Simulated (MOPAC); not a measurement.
MOPAC input (PM3):

```
PM3 PRECISE GNORM=0.05 LET XYZ CHARGE=-1 GEO-OK AUX(PRECISION=9) THREADS=1
C4H11Ge

Ge    0.62336813 1    1.08019113 1    0.18983970 1
C    -0.39291352 1   -0.74283439 1   -0.11213957 1
C    -0.62987351 1   -1.38702285 1    1.25183909 1
C     0.50266225 1   -1.65389991 1   -0.94848295 1
C    -1.73107671 1   -0.56676017 1   -0.82226645 1
H     0.36974257 1    1.59372065 1   -1.33197103 1
H    -0.69937607 1    1.84565374 1    0.74514246 1
H    -1.11289486 1   -2.37558052 1    1.15654445 1
H     0.31013044 1   -1.52742380 1    1.79375669 1
H    -1.27678294 1   -0.76231171 1    1.87464685 1
H     1.47569394 1   -1.80208370 1   -0.47073257 1
H     0.68560082 1   -1.22473879 1   -1.93792700 1
H     0.04652684 1   -2.64879313 1   -1.09601234 1
H    -1.59624886 1   -0.10678876 1   -1.80361231 1
H    -2.39665469 1    0.08182335 1   -0.24856155 1
H    -2.24630831 1   -1.53648944 1   -0.96984472 1
```

Output:

```
 *******************************************************************************
 **                                                                           **
 **                              MOPAC v23.2.5                                **
 **                                                                           **
 *******************************************************************************
 ** MOPAC's Digital Object Identifier: https://doi.org/10.5281/zenodo.6511958 **
 **                                                                           **
 ** Please cite the open-source release paper for use of this MOPAC version:  **
 ** J. E. Moussa and J. J. P. Stewart (2026)                                  **
 ** MOPAC: An open-source semiempirical molecular orbital program             **
 ** J. Open Source Softw., 11(119), 8025, https://doi.org/10.21105/joss.08025 **
 *******************************************************************************

                              PM3 CALCULATION RESULTS

 *******************************************************************************
 *  PM3        - The PM3 Hamiltonian to be used
 *  GEO-OK     - OVERRIDE INTERATOMIC DISTANCE AND OTHER SAFETY CHECKS
 *
 *
 *
 *                 CHARGE ON SYSTEM = -1
 *
 *
 *
 *  LET        - OVERRIDE SOME SAFETY CHECKS
 *  PRECISE    - TIGHTER CRITERIA TO BE USED
 *  XYZ        - CARTESIAN COORDINATE SYSTEM TO BE USED
 *  GNORM      - EXIT WHEN GRADIENT NORM DROPS BELOW 0.050
 *  AUX        - OUTPUT AUXILIARY INFORMATION
 *******************************************************************************
PM3 PRECISE GNORM=0.05 LET XYZ CHARGE=-1 GEO-OK AUX(PRECISION=9) THREADS=1
 C4H11Ge

   ATOM   CHEMICAL          X               Y               Z
  NUMBER   SYMBOL      (ANGSTROMS)     (ANGSTROMS)     (ANGSTROMS)

     1      Ge          0.62336813  *   1.08019113  *   0.18983970  *
     2       C         -0.39291352  *  -0.74283439  *  -0.11213957  *
     3       C         -0.62987351  *  -1.38702285  *   1.25183909  *
     4       C          0.50266225  *  -1.65389991  *  -0.94848295  *
     5       C         -1.73107671  *  -0.56676017  *  -0.82226645  *
     6       H          0.36974257  *   1.59372065  *  -1.33197103  *
     7       H         -0.69937607  *   1.84565374  *   0.74514246  *
     8       H         -1.11289486  *  -2.37558052  *   1.15654445  *
     9       H          0.31013044  *  -1.52742380  *   1.79375669  *
    10       H         -1.27678294  *  -0.76231171  *   1.87464685  *
    11       H          1.47569394  *  -1.80208370  *  -0.47073257  *
    12       H          0.68560082  *  -1.22473879  *  -1.93792700  *
    13       H          0.04652684  *  -2.64879313  *  -1.09601234  *
    14       H         -1.59624886  *  -0.10678876  *  -1.80361231  *
    15       H         -2.39665469  *   0.08182335  *  -0.24856155  *
    16       H         -2.24630831  *  -1.53648944  *  -0.96984472  *

          CARTESIAN COORDINATES

    NO.       ATOM           X           Y           Z

     1        Ge          0.6234      1.0802      0.1898
     2         C         -0.3929     -0.7428     -0.1121
     3         C         -0.6299     -1.3870      1.2518
     4         C          0.5027     -1.6539     -0.9485
     5         C         -1.7311     -0.5668     -0.8223
     6         H          0.3697      1.5937     -1.3320
     7         H         -0.6994      1.8457      0.7451
     8         H         -1.1129     -2.3756      1.1565
     9         H          0.3101     -1.5274      1.7938
    10         H         -1.2768     -0.7623      1.8746
    11         H          1.4757     -1.8021     -0.4707
    12         H          0.6856     -1.2247     -1.9379
    13         H          0.0465     -2.6488     -1.0960
    14         H         -1.5962     -0.1068     -1.8036
    15         H         -2.3967      0.0818     -0.2486
    16         H         -2.2463     -1.5365     -0.9698

  H: (PM3): J. J. P. STEWART, J. COMP. CHEM. 10, 209 (1989).
  C: (PM3): J. J. P. STEWART, J. COMP. CHEM. 10, 209 (1989).
 Ge: (PM3): J. J. P. STEWART, J. COMP. CHEM. 12, 320-341 (1991).

           Empirical Formula: C4 H11 Ge  =    16 atoms

      MOLECULAR POINT GROUP   :   Cs

      RHF CALCULATION, NO. OF DOUBLY OCCUPIED LEVELS = 16

          Geometry optimization using EF

          DIAGONAL MATRIX USED AS START HESSIAN

 CYCLE:     1  GRAD.:   147.568 HEAT: -8.969085
 CYCLE:     2  GRAD.:   112.950 HEAT: -24.24233
 CYCLE:     3  GRAD.:   152.261 HEAT: -30.49282
 CYCLE:     4  GRAD.:   135.728 HEAT: -39.24359
 CYCLE:     5  GRAD.:   239.607 HEAT: -20.01664
 CYCLE:     6  GRAD.:   156.765 HEAT: -33.28166
 CYCLE:     7  GRAD.:   308.211 HEAT: -23.44505
 CYCLE:     8  GRAD.:   386.864 HEAT: -12.32126
 CYCLE:     9  GRAD.:   220.562 HEAT: -32.17089
 CYCLE:    10  GRAD.:   348.893 HEAT:  1.816131
 CYCLE:    11  GRAD.:   241.904 HEAT: -27.20137
 CYCLE:    12  GRAD.:   475.825 HEAT: -5.006108
 CYCLE:    13  GRAD.:   288.556 HEAT: -25.06996
 CYCLE:    14  GRAD.:   220.641 HEAT: -27.51070
 CYCLE:    15  GRAD.:   150.232 HEAT: -46.12696
 CYCLE:    16  GRAD.:   163.657 HEAT: -44.14886
 CYCLE:    17  GRAD.:    49.245 HEAT: -53.18795
 CYCLE:    18  GRAD.:    63.989 HEAT: -52.93816
 CYCLE:    19  GRAD.:    38.171 HEAT: -54.30360
 CYCLE:    20  GRAD.:   223.935 HEAT: -41.70659
 CYCLE:    21  GRAD.:    12.754 HEAT: -54.76435
 CYCLE:    22  GRAD.:    67.850 HEAT: -53.59150
 CYCLE:    23  GRAD.:    14.272 HEAT: -54.89088
 CYCLE:    24  GRAD.:    51.487 HEAT: -53.92388
 CYCLE:    25  GRAD.:    16.301 HEAT: -55.02511
 CYCLE:    26  GRAD.:    74.859 HEAT: -53.26359
 CYCLE:    27  GRAD.:     8.709 HEAT: -55.20839
 CYCLE:    28  GRAD.:    39.439 HEAT: -54.83679
 CYCLE:    29  GRAD.:     8.202 HEAT: -55.34144
 CYCLE:    30  GRAD.:    10.217 HEAT: -55.40132
 CYCLE:    31  GRAD.:     4.913 HEAT: -55.53893
 CYCLE:    32  GRAD.:     3.694 HEAT: -55.69484
 CYCLE:    33  GRAD.:     2.217 HEAT: -55.72212
 CYCLE:    34  GRAD.:     1.551 HEAT: -55.73979
 CYCLE:    35  GRAD.:     1.860 HEAT: -55.75046
 CYCLE:    36  GRAD.:     1.124 HEAT: -55.75710
 CYCLE:    37  GRAD.:     0.565 HEAT: -55.75910
 CYCLE:    38  GRAD.:     0.445 HEAT: -55.75964
 CYCLE:    39  GRAD.:     0.420 HEAT: -55.76010
 CYCLE:    40  GRAD.:     0.366 HEAT: -55.76112
 CYCLE:    41  GRAD.:     0.444 HEAT: -55.76199
 CYCLE:    42  GRAD.:     0.634 HEAT: -55.76326
 CYCLE:    43  GRAD.:     0.686 HEAT: -55.76477
 CYCLE:    44  GRAD.:     0.935 HEAT: -55.76814
 CYCLE:    45  GRAD.:     0.375 HEAT: -55.76933
 CYCLE:    46  GRAD.:     0.256 HEAT: -55.76985
 CYCLE:    47  GRAD.:     0.179 HEAT: -55.76999
 CYCLE:    48  GRAD.:     0.100 HEAT: -55.77007
 CYCLE:    49  GRAD.:     0.075 HEAT: -55.77010
 CYCLE:    50  GRAD.:     0.037 HEAT: -55.77011

     GRADIENT =  0.03730 IS LESS THAN CUTOFF =  0.05000

 -------------------------------------------------------------------------------
 PM3 PRECISE GNORM=0.05 LET XYZ CHARGE=-1 GEO-OK AUX(PRECISION=9) THREADS=1
 C4H11Ge

     GEOMETRY OPTIMISED USING EIGENVECTOR FOLLOWING (EF).
     SCF FIELD WAS ACHIEVED

                              PM3 CALCULATION
                                                       MOPAC v23.2.5 Linux

          FINAL HEAT OF FORMATION =        -55.77011 KCAL/MOL =    -233.34213 KJ/MOL

          COSMO AREA              =        142.29 SQUARE ANGSTROMS
          COSMO VOLUME            =        142.65 CUBIC ANGSTROMS

          GRADIENT NORM           =          0.03730          =       0.00933 PER ATOM
          IONIZATION POTENTIAL    =          3.410839 EV
          HOMO LUMO ENERGIES (EV) =         -3.411  5.656
          NO. OF FILLED LEVELS    =         16
          MOLECULAR WEIGHT        =        131.7209         POINT GROUP:  Cs

          MOLECULAR DIMENSIONS (Angstroms)

            Atom       Atom       Distance
            H     8    H     6     5.02914
            H    13    H     7     4.47332
            H    14    H     9     3.65727

          SCF CALCULATIONS        =         51

   ATOM   CHEMICAL          X               Y               Z
  NUMBER   SYMBOL      (ANGSTROMS)     (ANGSTROMS)     (ANGSTROMS)

     1      Ge          0.36035212  *   0.95659834  *   0.06947548  *
     2       C         -0.42161799  *  -0.76807111  *  -0.12382429  *
     3       C         -0.59112434  *  -1.31020479  *   1.26632271  *
     4       C          0.54462431  *  -1.57758048  *  -0.94004814  *
     5       C         -1.73357720  *  -0.56407904  *  -0.82385667  *
     6       H          1.25370537  *   1.55470837  *  -0.96348894  *
     7       H          0.11124241  *   1.82405777  *   1.25617938  *
     8       H         -1.06264557  *  -2.30632193  *   1.27685974  *
     9       H          0.37723586  *  -1.40347851  *   1.77533631  *
    10       H         -1.22198025  *  -0.64627783  *   1.87271100  *
    11       H          1.51240851  *  -1.67056472  *  -0.42988699  *
    12       H          0.72751369  *  -1.10529986  *  -1.91471665  *
    13       H          0.17981409  *  -2.59884818  *  -1.13655728  *
    14       H         -1.58621103  *  -0.09720478  *  -1.80643204  *
    15       H         -2.39213640  *   0.09266419  *  -0.24065277  *
    16       H         -2.27832662  *  -1.50835300  *  -0.98973947  *

                             CARTESIAN COORDINATES

   1   Ge        0.360352125     0.956598339     0.069475481
   2    C       -0.421617991    -0.768071114    -0.123824288
   3    C       -0.591124343    -1.310204795     1.266322709
   4    C        0.544624305    -1.577580477    -0.940048143
   5    C       -1.733577198    -0.564079043    -0.823856671
   6    H        1.253705374     1.554708366    -0.963488939
   7    H        0.111242412     1.824057773     1.256179375
   8    H       -1.062645574    -2.306321932     1.276859736
   9    H        0.377235859    -1.403478513     1.775336311
  10    H       -1.221980247    -0.646277830     1.872710997
  11    H        1.512408513    -1.670564722    -0.429886986
  12    H        0.727513693    -1.105299860    -1.914716650
  13    H        0.179814089    -2.598848176    -1.136557282
  14    H       -1.586211029    -0.097204776    -1.806432037
  15    H       -2.392136398     0.092664191    -0.240652770
  16    H       -2.278326619    -1.508352998    -0.989739471

           Empirical Formula: C4 H11 Ge  =    16 atoms

      MOLECULAR POINT GROUP   :   Cs

                  EIGENVALUES
 -33.62080 -23.13654 -23.03831 -14.66643 -11.61727 -10.97804 -10.94703  -9.14791
  -9.02938  -8.26339  -8.10893  -7.85783  -7.85624  -6.57435  -5.27297  -3.41084
   5.65582   6.09241   8.18508   8.21619   8.26852   8.43419   8.57555   8.57853
   8.78400   8.86984   8.95148   9.18417   9.73834   9.76333  10.97831

              NET ATOMIC CHARGES AND DIPOLE CONTRIBUTIONS

  ATOM NO.   TYPE          CHARGE      No. of ELECS.   s-Pop       p-Pop
    1         Ge          -0.343503        4.3435     0.45552     3.88799
    2          C          -0.300124        4.3001     1.20326     3.09686
    3          C          -0.057150        4.0571     1.13366     2.92349
    4          C          -0.057170        4.0572     1.13366     2.92351
    5          C          -0.051866        4.0519     1.13359     2.91827
    6          H          -0.173905        1.1739     1.17390
    7          H          -0.173902        1.1739     1.17390
    8          H          -0.012596        1.0126     1.01260
    9          H           0.037060        0.9629     0.96294
   10          H           0.029226        0.9708     0.97077
   11          H           0.037072        0.9629     0.96293
   12          H           0.029237        0.9708     0.97076
   13          H          -0.012597        1.0126     1.01260
   14          H           0.033617        0.9664     0.96638
   15          H           0.033614        0.9664     0.96639
   16          H          -0.017013        1.0170     1.01701
 DIPOLE           X         Y         Z       TOTAL
 POINT-CHG.    -0.989    -2.339    -0.226     2.550
 HYBRID        -0.326    -0.664    -0.087     0.745
 SUM           -1.316    -3.003    -0.313     3.294

          ATOMIC ORBITAL ELECTRON POPULATIONS

     Atom    s        px        py        pz
    1 Ge   0.45552   1.60724   1.07301   1.20774
    2  C   1.20326   0.99381   1.14826   0.95480
    3  C   1.13366   0.99604   0.95856   0.96889
    4  C   1.13366   0.98412   0.95100   0.98838
    5  C   1.13359   0.95992   0.96222   0.99613
    6  H   1.17390
    7  H   1.17390
    8  H   1.01260
    9  H   0.96294
   10  H   0.97077
   11  H   0.96293
   12  H   0.97076
   13  H   1.01260
   14  H   0.96638
   15  H   0.96639
   16  H   1.01701

 **********************
 *                    *
 * JOB ENDED NORMALLY *
 *                    *
 **********************

 == MOPAC DONE ==
```

The dipole moment of an ion depends on the origin.
